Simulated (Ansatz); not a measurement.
`[SiH3][O][In]([Cl])[Br]` from Hartree–Fock to CCSD(T)

```xyz
8

Si   -0.4767   -0.0778   -1.4596
O    -0.5424    0.4774    0.0798
In    0.4409    0.1987    1.7425
Cl    2.2093   -1.2712    1.7358
Br   -0.2455    1.4117    3.7265
H    -1.7106   -0.8494   -1.7658
H    -0.3783    1.0746   -2.3935
H     0.7033   -0.9640   -1.6656
```

Charge 0, multiplicity 1. Correlated methods include outer-core shells of Br, In, which these sets cover unevenly. Scalar relativity is left out up to krypton. In takes the def2 core potential. The geometry is a stationary point of PBE0-D4/def2-TZVP. It is one conformer, not always the lowest. Frozen core, restricted reference, Ansatz 0.2.0.

| basis | HF (Eh) | MP2 corr. |
| --- | --- | --- |
| def2-SVP | -3586.22202 | -0.72284 |
| def2-TZVPP | -3586.90996 | -1.09217 |
| def2-QZVPP | -3586.98708 | -1.64849 |

**Question.** Estimate the CCSD correlation energy and the (T) correction in each basis where they were run (hartree).

**Answer.** 
| basis | CCSD corr. | (T) |
| --- | --- | --- |
| def2-SVP | -0.76033 | -0.01806 |
